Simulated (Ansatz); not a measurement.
Computed with Ansatz on PBE0-D4/def2-TZVP structures; ΔE is electronic, products minus reactants. CCSD(T)/CBS is the MP2 limit (def2-TZVPP, def2-QZVPP) plus CCSD(T) − MP2 in def2-TZVPP, frozen cores. This one scheme is used for every species. Functionals use def2-TZVPP. Each species was taken in one conformer, which may not be the lowest.

Consider the redistribution: `CO[SiH2][SiH2]F` + `[OH][Al]([OH])[Cl]` → `F[SiH2][SiH2]Cl` + `C[O][Al]([OH])[OH]`.

`CO[SiH2][SiH2]F`:

Z-matrix (Å, degrees):
```
C
O 1 1.411
H 1 1.091 2 108.1
H 1 1.096 2 111.7 3 -119.4
H 1 1.096 2 111.4 3 119.2
Si 2 1.645 1 122.5 3 -179.6
Si 6 2.355 2 112.2 1 -65.0
H 6 1.493 2 110.7 1 56.8
H 6 1.485 2 106.6 1 175.7
F 7 1.612 6 109.6 2 61.2
H 7 1.489 6 111.2 2 -179.8
H 7 1.487 6 112.3 2 -57.8
```

`[OH][Al]([OH])[Cl]`:

Z-matrix (Å, degrees):
```
Al
O 1 1.680
Cl 1 2.092 2 120.9
O 1 1.680 2 118.2 3 179.9
H 2 0.955 1 122.5 3 0.0
H 4 0.955 1 122.5 2 -180.0
```

`F[SiH2][SiH2]Cl`:

Z-matrix (Å, degrees):
```
Si
Si 1 2.344
F 1 1.606 2 110.1
H 1 1.485 2 110.2 3 119.4
H 1 1.485 2 110.2 3 -119.4
Cl 2 2.065 1 104.9 3 179.9
H 2 1.484 1 112.9 3 62.2
H 2 1.484 1 112.9 3 -62.4
```

`C[O][Al]([OH])[OH]`:

```xyz
10

C     0.890    0.987   -1.257
O    -0.163    0.756   -0.365
Al   -0.547   -0.486    0.696
O    -1.948   -0.406    1.637
O     0.479   -1.821    0.818
H     1.625    0.174   -1.260
H     1.409    1.915   -0.992
H     0.502    1.099   -2.275
H    -2.551    0.334    1.593
H     0.303   -2.552    1.407
```

```json
{"level": "PBE0", "ΔE (kJ/mol)": "18.8"}
{"level": "CCSD(T)/def2-TZVPP", "ΔE (kJ/mol)": "21.5"}
```

(1) What does CCSD(T)/CBS give? (Estimate.)

Largest T1 diagnostic among the species: 0.012.

Answers

(1) The calculation gave: +20.1 kJ/mol. The listed levels differ from it by -1.3, 1.4 kJ/mol.

In def2-TZVPP, CCSD(T) changes the Hartree–Fock value by −3.0 kJ/mol (the triples alone add +0.3 kJ/mol) and MP2 by −4.1 kJ/mol.

CCSD(T)/CBS has its own doubt, a few kJ/mol and more with outer-core shells, so smaller differences from it don't rank the levels.
